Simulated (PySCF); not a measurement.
**Aluminium: a sound run and one with changed settings**

Sound run: Al⁺ [Ne] 3s2, Al²⁺ [Ne] 3s1. All numbers are calculated (PySCF 2.14, no relativity, point nucleus, in pcseg-2). In the sound run the correlated levels freeze [Ne]. The sound run starts from symmetry-adapted Hartree-Fock orbitals and uses a fine grid where one is needed.

Changed run: all electrons correlated in a basis built for the valence shell.

```json
{"species": "Al⁺", "method": "MP2", "sound run (hartree)": "-241.69218", "changed run (hartree)": "-241.76161", "converged": "yes"}
{"species": "Al⁺", "method": "CCSD(T)", "sound run (hartree)": "-241.70401", "changed run (hartree)": "-241.77513", "converged": "yes"}
{"species": "Al²⁺", "method": "MP2", "sound run (hartree)": "n/a", "changed run (hartree)": "-241.08473", "converged": "yes"}
{"species": "Al²⁺", "method": "CCSD(T)", "sound run (hartree)": "n/a", "changed run (hartree)": "-241.08850", "converged": "yes"}
```

Ionisation energy of Al⁺:

```csv
method,sound run (eV),changed run (eV)
UHF,17.497,17.497
MP2,18.234,18.419
SCS-MP2,18.381,18.529
CCSD,18.556,18.660
CCSD(T),18.556,18.684
```

A valence basis has no tight correlating functions, so it recovers only part of the core correlation, and not evenly between atom and ion.

For comparison, NIST gives 18.829 eV between the lowest levels.
